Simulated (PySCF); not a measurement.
# Two-component Hartree-Fock for Pt²⁺ (platinum, charge +2)

Start: [Xe] 4f14 5d7 6p1; 5d3/2 filled at m_j = +1/2, +3/2; 5d5/2 filled at m_j = -3/2, -1/2, +1/2, +3/2, +5/2; 6p3/2 filled at m_j = +3/2. Calculated with PySCF 2.14 in x2c-TZVPall-2c (11s11p10d2f, 108 functions): generalised Hartree-Fock with the X2C-1e Hamiltonian and a Gaussian nucleus; spin-orbit coupling (SO) screened by Boettger's factors. This is a chosen level, not necessarily the ground level.

| spinor shell | electrons | ε, screened SO (eV) | weight of nominal j (screened SO) | rms radius, screened SO (bohr) |
| --- | --- | --- | --- | --- |
| 1s1/2 | 2 | -78829.4 | 1.000 | 0.0194 |
| 2s1/2 | 2 | -14016.6 | 1.000 | 0.0782 |
| 2p1/2 | 2 | -13412.2 | 1.000 | 0.0663 |
| 2p3/2 | 4 | -11677.5 | 1.000 | 0.0741 |
| 3s1/2 | 2 | -3379.3 | 1.000 | 0.200 |
| 3p1/2 | 2 | -3108.9 | 1.000 | 0.191 |
| 3p3/2 | 4 | -2721.7 | 1.000 | 0.207 |
| 3d3/2 | 4 | -2276.6 | 1.000 | 0.182 |
| 3d5/2 | 6 | -2193.4 | 1.000 | 0.186 |
| 4s1/2 | 2 | -782.69 | 1.000 | 0.441 |
| 4p1/2 | 2 | -666.90 | 1.000 | 0.447 |
| 4p3/2 | 4 | -573.36 | 1.000 | 0.480 |
| 4d3/2 | 4 | -383.41 | 1.000 | 0.496 |
| 4d5/2 | 6 | -365.13 | 1.000 | 0.508 |
| 5s1/2 | 2 | -146.24 | 1.000 | 1.02 |
| 4f5/2 | 6 | -119.81 | 0.996 | 0.563 |
| 4f7/2 | 8 | -116.17 | 0.997 | 0.564 |
| 5p1/2 | 2 | -108.12 | 0.988 | 1.11 |
| 5p3/2 | 4 | -89.989 | 0.994 | 1.20 |
| 5d3/2 | 2 | -38.123 | 0.600 | 1.60 |
| 5d5/2 | 5 | -36.882 | 0.476 | 1.61 |
| 6p3/2 | 1 | -18.231 | 1.000 | 3.43 |

```
   quantity   screened SO
E (hartree)  -18425.35826
        M_J             6
       ⟨J²⟩        42.012
       ⟨L²⟩        21.651
       ⟨S²⟩         5.586
```

Each row is a mean over spinors that exchange with the open shell spreads, by up to 8.208 eV (5p3/2).

Rows whose weight is well below 1 are mixtures of j = l ± 1/2: exchange outweighs spin-orbit coupling there, and the label is only the starting occupation.

Breit and QED terms are absent; they matter most for the inner s and p1/2 levels.

Densities and radii are taken from the X2C orbitals without a picture-change correction, which distorts them close to the nucleus.
